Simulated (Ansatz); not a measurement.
Name a neutral molecule of C, N, Si and H with HOMO–LUMO gap (ωB97M-V/def2-TZVPP) between 12.20 and 12.50 eV and size of the dipole moment (B3LYP/def2-TZVPP) between 3.55 and 3.85 D (Ansatz, PBE0-D4/def2-TZVP geometry).

`C#C[SiH2]C#N` (12.21 eV, 3.79 D). Other molecules can fit too; these were computed, each in one conformer that needn't be the lowest.

B3LYP here is the variant with VWN-RPA as its local correlation; programs differ in this.
